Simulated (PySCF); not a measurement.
Sn(Cl)(NH2)3 (ClH6N3Sn), SMILES [NH2][Sn]([Cl])([NH2])[NH2].

Coordinates come from a B3LYP-D3(BJ)/def2-SVP optimisation. The def2 effective core potentials stand for the cores of Sn; spin–orbit coupling is left out. One conformer was computed; it need not be the lowest.

Two levels are set side by side: PBE/def2-TZVP (PySCF) and B3LYP/def2-TZVP (PySCF). Same geometry, gas phase. Differences are taken from unrounded values.

| quantity | B3LYP | PBE | PBE minus B3LYP |
|---|---|---|---|
| orbital gap (eV) | 6.01 | 4.24 | -1.77 |
| highest occupied level (eV) | -7.54 | -6.36 | 1.18 |
| lowest empty level (eV) | -1.53 | -2.12 | -0.59 |
| dipole moment (D) | 0.36 | 0.49 | 0.13 |
| mean polarisability (bohr³) | 75.6 | 78.3 | 2.7 |

PBE's occupied levels lie high since its potential decays too fast outside the molecule; exact exchange lowers them and widens the gap. Loosely held outer electrons make PBE densities more polarisable. Differences between two approximate levels are no errors against the true value.

Rough cost on one machine, each run with all the roots and properties that it gave: B3LYP against PBE within a factor of 2.
